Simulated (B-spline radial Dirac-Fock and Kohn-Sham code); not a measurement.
# Electron momentum distribution of Pr³⁺: Compton profiles

System: praseodymium as Pr³⁺, configuration [Xe] 4f1 6s1 (not the ground configuration).

Calculated with a radial B-spline solver, using the impulse approximation on configuration-average Dirac-Fock orbitals. pz is in atomic units of momentum; subshell profiles are per electron, for a selection of subshells; open shells are spread over both j values by their weights.

| pz | J total | J 1s1/2 | J 3d5/2 | J 4f7/2 | J 6s1/2 |
| --- | --- | --- | --- | --- | --- |
| 0 | 8.674 | 0.0135 | 0.0447 | 0.124 | 1.22 |
| 0.1 | 8.570 | 0.0135 | 0.0447 | 0.124 | 1.14 |
| 0.15 | 8.449 | 0.0135 | 0.0447 | 0.124 | 1.04 |
| 0.21 | 8.259 | 0.0135 | 0.0447 | 0.124 | 0.887 |
| 0.32 | 7.846 | 0.0135 | 0.0447 | 0.124 | 0.586 |
| 0.46 | 7.329 | 0.0135 | 0.0447 | 0.124 | 0.286 |
| 0.68 | 6.655 | 0.0135 | 0.0447 | 0.124 | 0.117 |
| 0.99 | 5.733 | 0.0135 | 0.0447 | 0.124 | 0.102 |
| 1.5 | 4.376 | 0.0134 | 0.0447 | 0.120 | 0.0293 |
| 2.1 | 3.564 | 0.0134 | 0.0447 | 0.109 | 0.00865 |
| 3.1 | 2.669 | 0.0134 | 0.0445 | 0.0774 | 0.00531 |
| 4.6 | 1.605 | 0.0132 | 0.0431 | 0.0374 | 0.000831 |
| 6.7 | 0.9912 | 0.0130 | 0.0377 | 0.0117 | 0.000596 |
| 9.9 | 0.5864 | 0.0125 | 0.0241 | 0.00203 | 9.43e-05 |
| 14 | 0.3089 | 0.0115 | 0.0102 | 0.000260 | 5.75e-05 |
| 21 | 0.1243 | 0.00965 | 0.00190 | 1.37e-05 | 1.48e-05 |
| 31 | 0.04488 | 0.00685 | 0.000194 | < 1e-6 | 1.84e-06 |
| 46 | 0.01434 | 0.00366 | 1.11e-05 | < 1e-6 | 1.45e-06 |
| 67 | 0.004275 | 0.00143 | < 1e-6 | < 1e-6 | < 1e-6 |
| 98 | 0.001044 | 0.000398 | < 1e-6 | < 1e-6 | < 1e-6 |
| 140 | 0.0002405 | 9.71e-05 | < 1e-6 | < 1e-6 | < 1e-6 |

J(0) = 8.674. The 5p3/2 subshell gives the largest part, 18 %.

Mean momentum ⟨p⟩ by subshell (a.u.): 1s1/2 56.3, 2s1/2 20.0, 2p1/2 26.7, 2p3/2 24.8, 3s1/2 9.94, 3p1/2 11.9, 3p3/2 11.3, 3d3/2 13.6, 3d5/2 13.4, 4s1/2 4.98, 4p1/2 5.54, 4p3/2 5.33, 4d3/2 5.67, 4d5/2 5.59, 4f5/2 5.07, 4f7/2 5.04, 5s1/2 2.10, 5p1/2 2.20, 5p3/2 2.10, 6s1/2 0.921.
